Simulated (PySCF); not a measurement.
Si(H)(Me)3 (C₃H₁₀Si), SMILES C[SiH](C)C. The structure is a stationary point at B3LYP-D3(BJ)/def2-SVP. The isomer is the one that the SMILES or the coordinates give; other isomers of the formula were not compared.

### Question
Give the equilibrium geometry at B3LYP-D3(BJ)/def2-SVP (PySCF confirms it by a frequency run) as bond lengths and angles, and its point group. (Estimate from the structure and the level; the computed values follow.)

### Answer
point group C3v.
Atoms: Si1 C2 C3 C4 H5 H6 H7 H8 H9 H10 H11 H12 H13 H14. Bonded distances (Å): Si1–C2 1.888, Si1–C3 1.888, Si1–C4 1.888, Si1–H5 1.498, C2–H6 1.103, C2–H7 1.102, C2–H8 1.102, C3–H9 1.102, C3–H10 1.103, C3–H11 1.102, C4–H12 1.103, C4–H13 1.102, C4–H14 1.102. Bond angles (°): C2–Si1–C3 110.1, C2–Si1–C4 110.1, C2–Si1–H5 108.8, C3–Si1–C4 110.1, C3–Si1–H5 108.8, C4–Si1–H5 108.8, Si1–C2–H6 110.8, Si1–C2–H7 111.2, Si1–C2–H8 111.2, H6–C2–H7 107.8, H6–C2–H8 107.8, H7–C2–H8 107.8, Si1–C3–H9 111.2, Si1–C3–H10 110.8, Si1–C3–H11 111.2, H9–C3–H10 107.8, H9–C3–H11 107.8, H10–C3–H11 107.8, Si1–C4–H12 110.8, Si1–C4–H13 111.2, Si1–C4–H14 111.2, H12–C4–H13 107.8, H12–C4–H14 107.8, H13–C4–H14 107.8.
